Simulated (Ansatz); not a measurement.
CH₇AlO₂Si, relaxed with RKS PBE-D4/def2-SVP in Ansatz from a rough embedded geometry. The force threshold is 0.03 eV/Å; the program also tests the step.

Charge 0, multiplicity 1. The bonds changed during the relaxation, so this is another structure than the one it started from.

Start:

```xyz
12

O     1.236    1.164    1.872
Si    1.332   -0.367    1.095
O    -0.183   -0.692    0.396
C    -0.455    0.132   -0.741
Al   -2.177   -0.200   -1.522
H     2.202    1.244    2.272
H     1.628   -1.443    2.049
H     2.348   -0.373    0.040
H     0.325   -0.011   -1.466
H    -0.423    1.242   -0.369
H    -3.512   -0.020   -0.602
H    -2.320   -0.677   -3.023
```

Problem. By how much does the energy fall, and how many steps does the optimiser take? (An estimate is asked.)

Solution. The calculation gave: 81.13 kJ/mol, in 18 steps, 2 of them rejected.

Problem. Which bonds change most? (An estimate is asked.)

Solution. Ansatz gave: O3–Al5 from 2.810 to 1.978 Å; O3–C4 from 1.430 to 1.520 Å; O1–H6 from 1.049 to 0.972 Å; C4–H10 from 1.171 to 1.108 Å.

Problem. Give the relaxed structure. (An estimate is asked.)

Solution. Computed: 
```xyz
12

O     1.022    0.624    2.111
Si    1.105   -0.609    0.991
O    -0.090   -0.448   -0.216
C    -0.211    0.756   -1.134
Al   -1.879   -0.298   -1.045
H     1.465    1.457    1.876
H     0.769   -1.879    1.694
H     2.426   -0.603    0.275
H     0.545    0.669   -1.939
H    -0.071    1.682   -0.540
H    -2.983    0.124    0.033
H    -2.099   -1.476   -2.104
```
